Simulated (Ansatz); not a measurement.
Relaxation of BrClF5HW (9 atoms, charge 0, multiplicity 1), to a largest force component of 0.03 eV/Å in at most 50 steps.

These are results of RHF/def2-SVP in Ansatz, not measurements.

```xyz
9
Properties=species:S:1:pos:R:3:forces:R:3
W -0.091 -0.087 -0.186 -0.45 -0.47 -0.26
F 0.039 0.055 1.649 -0.14 -0.14 -0.20
F 1.719 -0.134 -0.322 0.04 0.01 -0.01
F -0.166 1.721 -0.334 0.01 0.03 -0.01
F -1.905 -0.117 0.021 -0.02 0.01 0.00
F -0.091 -1.901 0.029 0.01 -0.02 0.01
Cl -0.304 -0.319 -2.433 0.00 0.00 -0.01
Br 2.190 2.245 1.752 -0.64 -0.65 1.53
H 1.356 1.398 2.643 1.20 1.22 -1.06
```

Q: Where does it end, and by what steps?

A: It converged. The force dipped under the threshold on the way, but the program's further checks kept it going. After 25 steps the energy has fallen by 0.350 eV; Br8 moved furthest, 1.65 Å.

```tsv
step	energy less start (eV)	largest force component (eV/Å)	accepted
0	0.0000	1.526	yes
1	-0.2255	0.370	yes
2	-0.2994	0.109	yes
3	-0.3283	0.082	yes
4	-0.3361	0.394	yes
5	-0.3413	0.026	yes
6	-0.3423	0.139	yes
7	-0.3432	0.069	yes
8	-0.3447	0.064	yes
9	-0.3452	0.111	yes
10	-0.3462	0.057	yes
11	-0.3465	0.034	yes
12	-0.3470	0.040	yes
13	-0.3472	0.091	yes
14	-0.3475	0.045	yes
15	-0.3477	0.003	yes
16	-0.3480	0.042	yes
17	-0.3478	0.121	no
18	-0.3482	0.027	yes
19	-0.3485	0.056	yes
20	-0.3484	0.101	no
21	-0.3488	0.042	yes
22	-0.3489	0.051	yes
23	-0.3491	0.076	yes
24	-0.3492	0.060	yes
25	-0.3496	0.023	yes
```

```xyz
9
Properties=species:S:1:pos:R:3
W -0.191 -0.191 -0.454
F 0.330 0.350 1.227
F 1.570 -0.242 -0.922
F -0.269 1.565 -0.934
F -1.921 -0.110 0.117
F -0.084 -1.916 0.129
Cl -0.831 -0.855 -2.521
Br 2.538 2.605 3.320
H 1.606 1.655 2.857
```

Whether the end is a true minimum wasn't checked by a vibrational analysis.

The run took 75 s on 4 threads of Arm Neoverse V1 (shared host), peak memory 0.55 GiB.
